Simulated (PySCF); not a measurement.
Methyl p-tolyl sulfide, C8H10S.
SMILES: `CSC1=CC=C(C)C=C1`

A linear-response calculation (PySCF, def2-SVPD basis, gas phase, vertical, core orbitals frozen in the response) gave these numbers; the functional is withheld.

Orbital energies (eV): HOMO-3 -10.94, HOMO-2 -9.91, HOMO-1 -9.14, HOMO -7.62, LUMO 1.39, LUMO+1 1.49, LUMO+2 2.13.

```json
{"state": "S1", "E (eV)": "4.83", "f": "0.016", "main configurations (H = HOMO, L = LUMO)": "H→L (83%), H-1→L+1 (13%)"}
{"state": "S2", "E (eV)": "5.30", "f": "0.317", "main configurations (H = HOMO, L = LUMO)": "H→L+1 (91%)"}
{"state": "S3", "E (eV)": "5.46", "f": "0.0001", "main configurations (H = HOMO, L = LUMO)": "H→L+2 (59%), H→L+3 (11%), H→L+9 (11%)"}
{"state": "S4", "E (eV)": "6.08", "f": "0.0090", "main configurations (H = HOMO, L = LUMO)": "H→L+3 (40%), H→L+2 (22%), H→L+4 (18%)"}
{"state": "S5", "E (eV)": "6.42", "f": "0.123", "main configurations (H = HOMO, L = LUMO)": "H-1→L+1 (64%), H-2→L (17%), H→L (14%)"}
{"state": "S6", "E (eV)": "6.43", "f": "0.011", "main configurations (H = HOMO, L = LUMO)": "H→L+4 (64%), H→L+3 (19%)"}
```

Triplets (Tamm–Dancoff): T1 3.82 eV, H→L+1 (75%), H-1→L (13%); T2 4.15 eV, H→L (89%); T3 4.66 eV, H-1→L (82%), H→L+1 (14%); T4 5.14 eV, H→L+2 (50%), H→L+9 (13%), H→L+3 (11%).

Vertical ionisation energy by ΔSCF with the same functional: 7.71 eV. Mean static polarisability: 117.7 au.

Question: Name the functional.
A. PBE
B. HF
C. PBE0
D. wB97X-D

Answer: D. wB97X-D is range-separated, 22% exact exchange at short range and 100% at long range (ω = 0.2 bohr⁻¹). In this run −ε(HOMO) = 7.62 eV differs from the ΔSCF value by -0.09 eV, and S1 differs from the orbital gap of 9.02 eV by -4.19 eV. The ratio −ε(HOMO)/IP is 0.99. Usual ranges for neutral molecules in this basis: 0.89 to 0.99 with wB97X-D, 0.5 to 0.7 with PBE, 0.7 to 0.83 with PBE0; with Hartree–Fock the ratio is 1 or more (Koopmans' value less the relaxation energy is the ΔSCF value).

Method: TDDFT wB97X-D/def2-SVPD, vertical, gas phase, core orbitals frozen in the response (PySCF 2.14.0, density-fitted response routines). Isolated species at its PBE0-D3(BJ)/def2-SVP geometry (one conformer only).

Conformer computed: `[CH3:1][S:2][c:3]1[cH:4][cH:5][c:6]([CH3:7])[cH:8][cH:9]1`: C1–S2–C3–C4 180°.
